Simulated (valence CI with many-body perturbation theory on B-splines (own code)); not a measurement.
Results of a calculation; reference values are marked as such.
Ho LIII in three bases

Method: valence CI with perturbative core correlation (CI+MBPT): five valence electrons over a frozen Dirac-Fock core [Ne], radial functions for each j: 9 s, 9 p, 8 d, 6 f, 3 g, 1 h, with the one-electron correlation potential Σ1, the two-electron term Σ2, the three-electron term Σ3, Breit, model QED; selected CI, second order for the rest, scaled by the run's own slope (own B-spline code, finite nucleus).

No measured spectrum was set against this ion. As an estimate, large intervals hold to a few tenths of a per cent, small ones and those within an open d or f shell to about a per cent. Among the levels kept, up to 1300 cm⁻¹ of a level comes from second order outside the variational space, and about a tenth of that is noise between levels of different J, which matters for small intervals.

The reference run has the lowest level (3s^2 3p1/2^2 3p3/2) J=3/2 and an ionisation energy of 4804.43 eV. Its largest variational space holds 20000 state functions.

Levels are named by their leading jj configuration (3d3/2^4 stands for four electrons in 3d with j = 3/2), which in mixed levels can hold well under half, so a name can repeat and another be missing. Letters in brackets count levels of one name in rising energy.

Changed runs:
A. basis 6 s, 6 p, 5 d, 3 f, 1 g
B. basis 5 s, 5 p, 4 d, 2 f

Excitation energies of the reference run in cm⁻¹, and shifts in cm⁻¹:

```csv
Level,Reference,A,B
(3s^2 3p1/2^2 3d3/2) J=3/2,1628730,+225,+652
(3s^2 3p1/2 3p3/2^2) J=3/2,1685620,-132,-406
(3s^2 3p1/2 3p3/2^2) J=5/2,1771100,+21,+121
(3s^2 3p1/2 3p3/2^2) J=1/2,1879540,+56,+259
(3s^2 3p1/2^2 3d5/2) J=5/2,2124560,+282,+808
(3s 3p1/2^2 3p3/2^2) J=5/2,2890410,-119,-329
(3s 3p1/2^2 3p3/2^2) J=3/2,3105710,-27,-102
(3s 3p1/2^2 3p3/2^2) J=1/2,3111560,-23,+4.7
(3s^2 3p1/2 3p3/2 3d3/2) J=5/2 [a],3299370,+108,+238
(3s^2 3p1/2 3p3/2 3d3/2) J=3/2 [a],3320120,+67,+154
(3s^2 3p1/2 3p3/2 3d3/2) J=1/2 [a],3320820,+18,-4.2
(3s^2 3p1/2 3p3/2 3d3/2) J=7/2,3386770,+298,+960
Ionisation energy (eV),4804.43,-0.042,-0.15
```
